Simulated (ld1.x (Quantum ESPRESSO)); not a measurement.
**Before and after: PAW potential for gold (Au)**

* Element: Au
* Generator: ld1.x (Quantum ESPRESSO) 7.5
* Type: PAW
* Functional: LDA (PZ)
* Relativity: scalar-relativistic
* Frozen core: [Xe] 4f14
* Valence charge: 11
* Reference configuration: 5d10 6s0.5 6p0.5
* Partial waves: 6s (bound): rcut 1.95, rcutus 2.25 bohr; 6s channel at 3.1 Ry: rcut 1.95, rcutus 2.25 bohr; 6p (bound): rcut 2.00, rcutus 2.70 bohr; 6p channel at 1.6 Ry: rcut 2.00, rcutus 2.70 bohr; 5d (bound): rcut 2.15, rcutus 2.45 bohr; 5d channel at -0.1 Ry: rcut 2.15, rcutus 2.45 bohr
* Local potential: all-electron potential smoothed inside 2.25 bohr (lloc = -1)
* Core correction: Bessel-smoothed model core, default radius (core density twice the valence density)
* Augmentation charge: PSQ, inside the norm-conserving radii

Change: waves 5d (bound): rcut 1.92, rcutus 2.04 bohr; 5d channel at -0.1 Ry: rcut 1.92, rcutus 2.04 bohr.

Cutoffs: the cutoffs (Ry, on a coarse ladder) from which the occupation-weighted sum of valence levels, in a spherical-Bessel basis at the reference potential, stays within 10 and 1 mRy of its value at 400 Ry; they do not see the model core or the augmentation charge, which bear on the density cutoff. Errors are all-electron minus pseudo energies relative to the spin-unpolarised reference configuration.

Task: How do hardness, ghosts and transferability respond?

Result: The potential gets harder (18 Ry and 30 Ry → 30 Ry and 45 Ry); of the 9 tests that both files solve, the error grows in 0 and shrinks in 3 by more than 15 % and 0.3 meV (median size 3.6 → 3.6 meV); neither file shows a bound ghost. A smaller radius makes the pseudo-wave follow the all-electron one further in, where it bends more sharply, so more plane waves are needed. Less of the atom is replaced, so other configurations are described better.

```csv
quantity,base,changed
"cutoff, loose",18 Ry,30 Ry
"cutoff, tight",30 Ry,45 Ry
loose cutoff by channel (10 mRy a level),"s 6 Ry, p 6 Ry, d 15 Ry","s 6 Ry, p 6 Ry, d 21 Ry"
bound ghosts,none,none
"error for 5d10 6s1 6p0, meV [ΔE -2.64 eV]",+0.8,+0.7
"error for 5d10 6s0 6p0, meV [ΔE 7.13 eV]",-3.6,-3.6
"error for 5d9 6s0 6p0, meV [ΔE 28.63 eV]",-40,-35
"error for 5d7 6s0 6p0, meV [ΔE 110.80 eV]",-757,-603
"error for 5d10 6s0.5 6p0, meV [ΔE 1.31 eV]",-0.8,-0.8
"error for 5d9 6s1 6p0, meV [ΔE 9.73 eV]",-27,-21
"error for 5d9 6s2 6p0, meV [ΔE -1.04 eV]",-27,-17
"error for 5d10 6s0.5 6p0.5 (spin-polarised), meV [ΔE -0.11 eV]",-0.2,-0.2
"error for 5d10 6s1 6p0 (spin-polarised), meV [ΔE -2.77 eV]",+0.5,+0.5
s: phases at 2.96 bohr within 0.05 rad from the reference energy up to (Ry; the scan ends near 5),4.4,4.4
p: phases at 2.96 bohr within 0.05 rad from the reference energy up to (Ry; the scan ends near 5),3.7,3.7
d: phases at 2.96 bohr within 0.05 rad from the reference energy up to (Ry; the scan ends near 5),to the end of the scan,to the end of the scan
lowest overlap eigenvalue by channel,"s 0.60, p 0.50, d 0.65","s 0.60, p 0.50, d 0.95"
```
